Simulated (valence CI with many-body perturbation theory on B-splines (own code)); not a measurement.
Values are calculated unless marked as measured or tabulated.
Basis-set convergence for Gd⁴¹⁺

Method: configuration interaction combined with many-body perturbation theory (CI+MBPT): five valence electrons over a frozen Dirac-Fock core [Ar], a basis of 7 s, 7 p, 8 d, 6 f, 4 g, 1 h functions for each j, with the one-electron correlation potential Σ1 (screened to all orders), the two-electron term Σ2, the three-electron term Σ3, Breit, model QED; selected single and double excitations, second order for the rest, scaled by the run's own slope (own B-spline code, finite nucleus).

No measured spectrum was set against this ion. As an estimate, large intervals hold to a few tenths of a per cent, small ones and those within an open d or f shell to about a per cent. Among the levels kept, up to 550 cm⁻¹ of a level comes from second order outside the variational space, and about a tenth of that is noise between levels of different J, which matters for small intervals. Only levels of the ground parity were solved; by the run's estimate the other parity begins above the list, which can be wrong where configurations are misplaced.

The reference run has the lowest level (3d3/2^4 3d5/2) J=5/2 and an ionisation energy of 3159.94 eV. Its largest variational space holds 19995 state functions.

Levels are named by their leading jj configuration (3d3/2^4 stands for four electrons in 3d with j = 3/2), which in mixed levels can hold well under half, so a name can repeat and another be missing. Letters in brackets count levels of one name in rising energy.

Changed runs:
A. basis 6 s, 6 p, 5 d, 5 f, 1 g
B. basis 5 s, 5 p, 4 d, 4 f

Excitation energies of the reference run in cm⁻¹, and shifts in cm⁻¹:

```csv
Level,Reference,A,B
(3d3/2^3 3d5/2^2) J=5/2 [a],204426,-192,-333
(3d3/2^3 3d5/2^2) J=7/2 [a],286426,+12,+447
(3d3/2^3 3d5/2^2) J=3/2 [a],295566,-7.5,+353
(3d3/2^3 3d5/2^2) J=11/2,297318,+52,+455
(3d3/2^3 3d5/2^2) J=9/2,328553,+53,+730
(3d3/2^3 3d5/2^2) J=5/2 [b],346920,+46,+835
(3d3/2^3 3d5/2^2) J=1/2,361031,+21,+672
(3d3/2^3 3d5/2^2) J=7/2 [b],383288,+164,+1164
(3d3/2^3 3d5/2^2) J=3/2 [b],472200,+221,+1221
(3d3/2^2 3d5/2^3) J=5/2 [a],487558,-116,+6.2
(3d3/2^2 3d5/2^3) J=7/2 [a],537699,-113,+350
(3d3/2^2 3d5/2^3) J=11/2,543818,-46,+337
Ionisation energy (eV),3159.94,-0.11,-0.19
```
